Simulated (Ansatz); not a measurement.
System: H$_{4}$SiPO, charge 0, doublet. H4SiPO (SMILES [SiH2]([PH])O, doublet).
B3LYP-D3(BJ)/def2-TZVP minimum from Ansatz (a first-principles code):
```xyz
7

Si    -0.7857    -0.0376    -0.1184
O     -0.8804     1.5787     0.2207
P      1.2993    -0.8900     0.1088
H     -1.6865    -0.6925     0.8505
H     -1.2454    -0.3278    -1.5023
H     -0.3492     2.1862    -0.3001
H      1.8346     0.0817    -0.7881
```
Charge 0, spin multiplicity 2.

Total energies in cc-pV(D+d)Z, 19 correlated electrons, 11 frozen orbitals. Radicals and triplets start from unrestricted determinants; spin-orbit coupling is neglected. Cores are frozen in correlated methods. No relativity.

```json
[
 {"method": "HF", "program": "Ansatz", "energy (Eh)": "-706.89845", "minus CCSDT(Q) (mEh)": "442.97"},
 {"method": "MP2", "program": "Ansatz", "energy (Eh)": "-707.28538", "minus CCSDT(Q) (mEh)": "56.03"},
 {"method": "CCSD", "program": "Ansatz", "energy (Eh)": "-707.32878", "minus CCSDT(Q) (mEh)": "12.63"},
 {"method": "CCSD(T)", "program": "Ansatz", "energy (Eh)": "-707.33925", "minus CCSDT(Q) (mEh)": "2.16"},
 {"method": "CCSDT(Q)", "program": "Ansatz", "energy (Eh)": "-707.34142", "minus CCSDT(Q) (mEh)": "0.00"}
]
```

Rough core times of Ansatz's runs on a shared machine: CCSD(T) 20 s, CCSDT(Q) 40 min.
